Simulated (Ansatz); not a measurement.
`S[SiH2][GeH2][I]` + H₂ → `S[SiH2][GeH3]` + HI  (hydrogenolysis of a Ge–I bond)

Computed with Ansatz on PBE0-D4/def2-TZVP structures; ΔE is electronic, products minus reactants. CBS: MP2 limit from def2 TZ/QZ plus the TZ coupled-cluster correction, frozen cores. This one scheme is used for every species. Functionals use def2-TZVPP. B3LYP here is the variant with VWN-RPA as its local correlation; programs differ in this. def2 core potentials past Kr. For Ge, I outer-core shells are correlated without core-valence functions, which leaves a few kJ/mol of doubt a bond. Scalar relativity is left out up to krypton. Each species was taken in one conformer, which may not be the lowest.

| level | ΔE (kJ/mol) |
| --- | --- |
| B3LYP-D4 | 73.7 |
| CAM-B3LYP-D4 | 63.2 |
| CCSD(T)/def2-SVP | 55.3 |
| HF/def2-TZVPP | 54.5 |

Problem. What does CCSD(T)/CBS give? (Best estimate.)

Solution. The calculation gave: +76.2 kJ/mol. The listed levels differ from it by -2.5, -13.0, -20.9, -21.7 kJ/mol.

Largest T1 diagnostic among the species: 0.012.

Leaving LDA and LC-ωPBE aside and taking each functional with its dispersion term where it has one, the values, not all of them listed here, spread over 18.3 kJ/mol, from B97M-V to revPBE-D4. At CCSD(T), def2-SVP lies −20.8 kJ/mol from the extrapolated value and def2-TZVPP −10.8 kJ/mol. The D4 term adds +14.6 kJ/mol with B3LYP and +8.0 kJ/mol with PBE0; it sums over pairs of atoms, weighted by their polarisabilities, and B3LYP, whose exchange is more repulsive, gets the larger term.

CCSD(T)/CBS has its own doubt, a few kJ/mol and more with outer-core shells, so smaller differences from it don't rank the levels.
